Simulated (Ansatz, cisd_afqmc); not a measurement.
Species: GeCl, charge 0, doublet. GeCl (SMILES [Cl][Ge], doublet).
B3LYP-D3(BJ)/def2-TZVP minimum from Ansatz (a first-principles code):
```
Ge
Cl 1 2.1967
```
Charge 0, spin multiplicity 2.

Total energies in def2-SVP, 11 correlated electrons, 19 frozen orbitals. Open shells are spin-unrestricted; no spin-orbit coupling. Cores are frozen in correlated methods (noble-gas shells, and filled d and f shells in the p block). No relativity. AFQMC is phaseless with a CISD trial state; ± is one standard error, without the phaseless bias. Outlying blocks are dropped, and bars are widened where a walk drifts. Over all cases where full CI ran beside it in this data, AFQMC minus full CI had a median of +0.1 mEh and passed +0.4 mEh in a tenth of the cases.

The bar of a AFQMC/CISD walk is widened from 0.33 to 0.43 mEh, since its error had not levelled off in the blocking analysis.

```
method         program          energy (Eh)  minus CCSDTQ (mEh)
----------  ----------  -------------------  ------------------
HF              Ansatz          -2534.47397              218.90
MP2             Ansatz          -2534.66089               31.97
CCSD            Ansatz          -2534.68607                6.79
CCSD(T)         Ansatz          -2534.69166                1.20
CCSDT(Q)        Ansatz          -2534.69291               -0.04
CCSDTQ          Ansatz          -2534.69286                0.00
AFQMC/CISD  cisd_afqmc  -2534.6928 ± 0.0005           0.1 ± 0.5
```

Rough core times of Ansatz's runs on a shared machine: CCSD(T) under 20 s, CCSDT(Q) under 20 s, CCSDTQ 8 min.
